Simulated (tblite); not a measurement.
H6AlO2Si2 (SMILES [SiH3][O][Al+][O][SiH3]), charge +1, singlet, at a GFN2-xTB geometry (such geometries of metal compounds can be far from the true shape); tblite with GFN1-xTB.

The tblite input:
```
$ tblite run mol.xyz --method gfn1 --charge 1 --spin 0 --spin-polarized --json tblite.json --no-restart

# file mol.xyz
11

Al     0.00000000    -0.00000000    -0.00000000
O     -1.35076414     0.16845009     0.86244077
Si    -2.81839043     0.35147375     1.79949611
H     -2.60943543    -0.64800399     2.84364877
H     -3.83169504     0.04015784     0.79492213
H     -2.71613638     1.74982381     2.20819395
O      1.35076414    -0.16845009    -0.86244077
Si     2.81839043    -0.35147375    -1.79949611
H      2.37190485    -1.27348421    -2.84037077
H      3.72579932    -0.89679443    -0.79346074
H      3.05956268     1.02830098    -2.21293335
```

**Question.** What does tblite print? Leave out banner, timings and long lists.

**Answer.** 
```
xTB calculator
 | screened Coulomb repulsion
 | Coulomb electrostatics
 |  * isotropic Klopman-Ohno-Mataga-Nishimoto electrostatics
 |  * onsite third-order electrostatics
 | DFT-D3(BJ) dispersion correction
 | Interactions (1)
 | [1] spin polarization

halogen bonding energy    0.0000000000000E+00 Eh
repulsion energy          1.0619830875707E-01 Eh
dispersion energy        -3.3925416660307E-03 Eh
interaction energy        0.0000000000000E+00 Eh
number of electrons       2.8000000000000E+01 e
integral cutoff           4.0000000000000E+01 bohr

------------------------------------------------------------
  cycle        total energy    energy error   density error
------------------------------------------------------------
      1     -16.70547826059  -1.6808284E+01   4.6023467E-01
      2     -17.40799032456  -7.0251206E-01   1.7092625E-01
      3     -17.41018633283  -2.1960083E-03   9.7573457E-02
      4     -17.40442950013   5.7568327E-03   3.4121107E-02
      5     -17.41566123250  -1.1231732E-02   1.4388980E-02
      6     -17.41718656994  -1.5253374E-03   4.1184199E-03
      7     -17.41706963703   1.1693291E-04   5.3779309E-03
      8     -17.41733596317  -2.6632614E-04   2.0596513E-04
      9     -17.41733611493  -1.5175878E-07   1.5718820E-04
     10     -17.41733634611  -2.3118671E-07   4.3154046E-06
------------------------------------------------------------

electronic energy        -1.7520142113203E+01 Eh
total energy             -1.7417336346112E+01 Eh

Post processing:
 | Mayer-Wiberg bond orders

[Info] JSON dump of results written to 'tblite.json'
```
